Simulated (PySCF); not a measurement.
Cl2Mg, triplet, geometry from GFN2-xTB (such geometries of metal compounds can be far from the true shape) (a higher spin typed on purpose: for a closed-shell molecule this is an excited state). Base run: HF/STO-3G run with PySCF.

Input for PySCF:
```python
from pyscf import gto, scf

mol = gto.M(
    atom='''
Mg    0.00000000    0.00000000    0.00000000
Cl    0.00000000    0.00000000    2.37515771
Cl   -0.00000000   -0.00000000   -2.37515771
''',
    basis='sto-3g',
    spin=2,
    verbose=4,
)

mf = scf.UHF(mol)
mf.kernel()
```

Variants of this job, named by their change:

```
change                                                                            ΔE vs base (mEh)  SCF cycles  <S^2>               outcome
--------------------------------------------------------------------------------  ----------------  ----------  -----  --------------------
base                                                                                         0.000           7  2.002             converged
diis_space = 20                                                                              0.000           7  2.002             converged
init_guess = atom                                                                            0.000           7  2.002             converged
conv_tol = 1e-12                                                                             0.000          10  2.002             converged
solver = newton                                                                              0.000           -  2.002             converged
init_guess = mod_huckel                                                                      9.789           7  2.000  another SCF solution
conv_tol = 1e-11                                                                             0.000           8  2.002             converged
init_guess = 1e                                                                             32.117           7  2.004  another SCF solution
level_shift = 0.1 (with mf.max_cycle = 100)                                                  0.000           8  2.002             converged
diis = off (with mf.max_cycle = 100)                                                         0.000          10  2.002             converged
diis_space = 2                                                                               0.000           7  2.002             converged
diis = off; damp = 0.6 (with mf.diis_start_cycle = 200; with mf.max_cycle = 150)             0.000          27  2.002             converged
level_shift = 0.5 (with mf.max_cycle = 100)                                                  0.000          13  2.002             converged
```

A guess, shift, damping, solver or small numerical setting can't move a converged solution much, so rows marked as another SCF solution ended in a different state.

Open shells are given as the SCF converged; they aren't shown to be the lowest states, and a large step between rows can be another state.
